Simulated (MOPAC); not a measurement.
MOPAC input (PM6):

```
PM6 FORCE THERMO(298,298) PRECISE LET GEO-OK AUX(PRECISION=9) THREADS=1
Cl2Sr

Sr   -0.03434877 1    0.05833050 1   -0.02093371 1
Cl    1.79439767 1    0.49056770 1   -1.81995218 1
Cl   -1.86392964 1   -0.37249305 1    1.77757897 1
```

Output:

```
 *******************************************************************************
 **                                                                           **
 **                              MOPAC v23.2.5                                **
 **                                                                           **
 *******************************************************************************
 ** MOPAC's Digital Object Identifier: https://doi.org/10.5281/zenodo.6511958 **
 **                                                                           **
 ** Please cite the open-source release paper for use of this MOPAC version:  **
 ** J. E. Moussa and J. J. P. Stewart (2026)                                  **
 ** MOPAC: An open-source semiempirical molecular orbital program             **
 ** J. Open Source Softw., 11(119), 8025, https://doi.org/10.21105/joss.08025 **
 *******************************************************************************

                              PM6 CALCULATION RESULTS

 *******************************************************************************
 *  PM6        - The PM6 Hamiltonian to be used
 *  GEO-OK     - OVERRIDE INTERATOMIC DISTANCE AND OTHER SAFETY CHECKS
 *  LET        - OVERRIDE SOME SAFETY CHECKS
 *  PRECISE    - TIGHTER CRITERIA TO BE USED
 *  FORCE      - FORCE CALCULATION SPECIFIED
 *  AUX        - OUTPUT AUXILIARY INFORMATION
 *  THERMO     - THERMODYNAMIC QUANTITIES TO BE CALCULATED
 *******************************************************************************
PM6 FORCE THERMO(298,298) PRECISE LET GEO-OK AUX(PRECISION=9) THREADS=1
 Cl2Sr

   ATOM   CHEMICAL          X               Y               Z
  NUMBER   SYMBOL      (ANGSTROMS)     (ANGSTROMS)     (ANGSTROMS)

     1      Sr         -0.03434877  *   0.05833050  *  -0.02093371  *
     2      Cl          1.79439767  *   0.49056770  *  -1.81995218  *
     3      Cl         -1.86392964  *  -0.37249305  *   1.77757897  *

          CARTESIAN COORDINATES

    NO.       ATOM           X           Y           Z

     1        Sr         -0.0343      0.0583     -0.0209
     2        Cl          1.7944      0.4906     -1.8200
     3        Cl         -1.8639     -0.3725      1.7776

 General Reference for PM6:
 "Optimization of Parameters for Semiempirical Methods V: Modification of NDDO Approximations
 and Application to 70 Elements", J. J. P. Stewart, J. Mol. Mod., 13, 1173-1213 (2007)
 URL: https://link.springer.com/article/10.1007/s00894-007-0233-4

           Empirical Formula: Sr Cl2  =     3 atoms

      MOLECULAR POINT GROUP   :   D*h

      RHF CALCULATION, NO. OF DOUBLY OCCUPIED LEVELS = 8

          HEAT OF FORMATION =    -115.361191 KCALS/MOLE

          CARTESIAN COORDINATE DERIVATIVES

   NUMBER  ATOM         X            Y            Z

     1      Sr      0.000685    -0.002554     0.000000
     2      Cl      0.004720     0.001276     0.000000
     3      Cl     -0.005404     0.001279     0.000000

 DIPOLE           X         Y         Z       TOTAL
 POINT-CHG.     0.000    -0.004     0.000     0.004
 HYBRID        -0.000    -0.001     0.000     0.001
 SUM            0.000    -0.005     0.000     0.005

          GRADIENT NORM =   0.00786

          MOLECULAR WEIGHT =  158.53

          ROTATIONAL CONSTANTS IN CM(-1)

          A =    0.00000000   B =    0.03512997   C =    0.03512997

           PRINCIPAL MOMENTS OF INERTIA IN UNITS OF 10**(-40)*GRAM-CM**2

          A =        0.0000   B =      796.8339   C =      796.8339

          ORIENTATION OF MOLECULE IN FORCE CALCULATION

    NO.       ATOM         X         Y         Z

     1         Sr       0.0000   -0.0004    0.0000
     2         Cl       2.6015   -0.0004    0.0000
     3         Cl      -2.6015    0.0013   -0.0000

    FIRST DERIVATIVES WILL BE USED IN THE CALCULATION OF SECOND DERIVATIVES

    FOR POINT-GROUP D*h  THERE ARE 120 UNIQUE SYMMETRY FUNCTIONS.


(To convert to Hartree/Bohr^2, multiply by (10^(-21) x N x a0^2)/(4.184 x 627.51) =  0.0642)

           FORCE MATRIX IN MILLIDYNES/ANGSTROM

                 Sr  1      Cl  2      Cl  3
 ------------------------------------------
    Sr    1   3.825796
    Cl    2   1.912877   1.970779
    Cl    3   1.912892   0.058432   1.970779

          HEAT OF FORMATION =    -115.361191 KCALS/MOLE

          ZERO POINT ENERGY       1.114 KCAL/MOL

           NORMAL COORDINATE ANALYSIS (Total motion = 1 Angstrom)

   Root No.       1         2         3         4

                 1 Piu     1 Piu     1 Sig     1 Siu

                  30.3      30.3     311.6     407.0

           1    0.0001   -0.0000   -0.0000    0.2881
           2    0.2881   -0.0004   -0.0000   -0.0001
           3    0.0004    0.2881    0.0000    0.0000
           4   -0.0001    0.0000    0.5000   -0.3560
           5   -0.3560    0.0005   -0.0002   -0.0000
           6   -0.0005   -0.3560    0.0000   -0.0000
           7   -0.0001    0.0000   -0.5000   -0.3560
           8   -0.3560    0.0005    0.0002    0.0002
           9   -0.0005   -0.3560   -0.0000   -0.0000

           MASS-WEIGHTED COORDINATE ANALYSIS (NORMAL COORDINATES)

   Root No.       1         2         3         4

                 1 Piu     1 Piu     1 Sig     1 Siu

                  30.3      30.3     311.6     407.0

           1    0.0002   -0.0000   -0.0000    0.6688
           2    0.6688   -0.0010   -0.0000   -0.0002
           3    0.0010    0.6688   -0.0000    0.0000
           4   -0.0002    0.0000    0.7071   -0.5257
           5   -0.5257    0.0008   -0.0002   -0.0000
           6   -0.0008   -0.5257    0.0000   -0.0000
           7   -0.0002    0.0000   -0.7071   -0.5257
           8   -0.5257    0.0008    0.0002    0.0003
           9   -0.0008   -0.5257   -0.0000   -0.0000

          DESCRIPTION OF VIBRATIONS

 VIBRATION          2    1Piu        ATOM PAIR     ENERGY CONTRIBUTION    RADIAL
 FREQUENCY            30.28         Sr1 -- Cl2         +50.0% ( 72.5%)      0.0%
 TRANSITION DIPOLE   3.2066         Sr1 -- Cl3         +50.0% ( 72.5%)      0.0%
 TRAVEL (Ang.)       0.3115
 REDUCED MASS       22.9448
 EFFECTIVE MASS     55.9177
 FORCE CONSTANT      0.0124

 VIBRATION          3    1Sig        ATOM PAIR     ENERGY CONTRIBUTION    RADIAL
 FREQUENCY           311.65         Sr1 -- Cl2         +50.0% ( 69.7%)    100.0%
 TRANSITION DIPOLE   0.0000         Sr1 -- Cl3         +50.0% ( 69.7%)    100.0%
 TRAVEL (Ang.)       0.1105
 REDUCED MASS       17.7265
 EFFECTIVE MASS     35.4530
 FORCE CONSTANT      1.0144

 VIBRATION          4    1Siu        ATOM PAIR     ENERGY CONTRIBUTION    RADIAL
 FREQUENCY           407.04         Sr1 -- Cl3         +50.0% ( 77.8%)    100.0%
 TRANSITION DIPOLE   7.7207         Sr1 -- Cl2         +50.0% ( 77.8%)    100.0%
 TRAVEL (Ang.)       0.0850
 REDUCED MASS       22.9448
 EFFECTIVE MASS     55.9179
 FORCE CONSTANT      2.2398

      SYMMETRY NUMBER FOR POINT-GROUP D*h =  2

          SYSTEM IS A GROUND STATE

 Cl2Sr

          MOLECULE IS LINEAR

          THERE ARE  4 GENUINE VIBRATIONS IN THIS SYSTEM
          THIS THERMODYNAMICS CALCULATION IS LIMITED TO
          MOLECULES WHICH HAVE NO INTERNAL ROTATIONS

                    CALCULATED THERMODYNAMIC PROPERTIES
                                          *
   TEMP. (K)   PARTITION FUNCTION   H.O.F.    ENTHALPY  HEAT CAPACITY ENTROPY
                                   KCAL/MOL   CAL/MOLE    CAL/K/MOL  CAL/K/MOL

 298.00  VIB.     0.8079D+02                  1543.9339     7.0730    13.9085
         ROT.     0.2948D+04                   592.1869     1.9872    17.8627
         INT.     0.2382D+06                  2136.1208     9.0602    31.7712
         TRA.     0.1930D+28                  1480.4672     4.9680    41.0892
         TOT.                     -115.361    3616.5880    14.0282    72.8604

   *: NOTE: HEATS OF FORMATION ARE RELATIVE TO THE
            ELEMENTS IN THEIR STANDARD STATE AT 298K
              (=  Standard Enthalpy of Formation).

            Hvib:  Zero-point energy is not included.
                   frequencies of less than zero cm-1 are not included.
            Hrot = (3/2)RT
            Htra = (3/2)RT + pV = (5/2)RT

            Heat capacity is Cp, not Cv

          For more information, see: HTTP://OpenMOPAC.net/Manual/thermochemistry.html

           FORCE CONSTANT IN CARTESIAN COORDINATES (Millidynes/A)

    ATOM   CHEMICAL       X               Y               Z
   NUMBER   SYMBOL  FORCE CONSTANT  FORCE CONSTANT  FORCE CONSTANT

      1      Sr        3.825651        0.021178        0.021178
      2      Cl        1.970798        0.005416        0.005416
      3      Cl        1.970798        0.005416        0.005416

 **********************
 *                    *
 * JOB ENDED NORMALLY *
 *                    *
 **********************

 == MOPAC DONE ==
```
